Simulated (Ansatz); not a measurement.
Stepwise reaction of `[CH3][Ga]([Cl])[Cl]` with ammonia, as a gas-phase model of exchange steps in deposition or etching. ΔE in kJ/mol.

Calculated with Ansatz (gas phase, PBE0-D4/def2-TZVP geometries, no zero-point term in ΔE). CCSD(T)/CBS adds triple-zeta CCSD(T) − MP2 to the extrapolated MP2 energy (def2 sets, frozen cores). This one scheme is used for every species. Functionals use def2-TZVPP. B3LYP here is the variant with VWN-RPA as its local correlation; programs differ in this. For Ga outer-core shells are correlated without core-valence functions, which leaves a few kJ/mol of doubt a bond. Scalar relativity is left out up to krypton. Each species was taken in one conformer, which may not be the lowest.

| step | reaction | PBE-D4 | B3LYP-D4 | ωB97M-V | CCSD(T)/CBS |
| --- | --- | --- | --- | --- | --- |
| 1 | `[CH3][Ga]([Cl])[Cl]` + NH₃ → `[CH3][Ga]([NH2])[Cl]` + HCl | 78.7 | 79.2 | 78.5 | 72.6 |

Task: Give the row of step 2, `[CH3][Ga]([NH2])[Cl]` + NH₃ → `[CH3][Ga]([NH2])[NH2]` + HCl. (An estimate is asked.)

Result: The calculation gave: 
```csv
step,reaction,PBE-D4,B3LYP-D4,ωB97M-V,CCSD(T)/CBS
2,`[CH3][Ga]([NH2])[Cl]` + NH₃ → `[CH3][Ga]([NH2])[NH2]` + HCl,99.3,100.0,99.7,93.8
```

Task: By hand: ΔE of the 2 steps together at CCSD(T)/CBS.

Result: (72.6) + (93.8) = 166.4 kJ/mol, or 83.2 kJ/mol a step.

In ΔE each step is higher than the one before. All are uphill at CCSD(T)/CBS. PBE-D4 differs from CCSD(T)/CBS by 5.5 to 6.1 kJ/mol a step. Isolated molecules leave out the surface, adducts and barriers. Largest T1 diagnostic: 0.012.
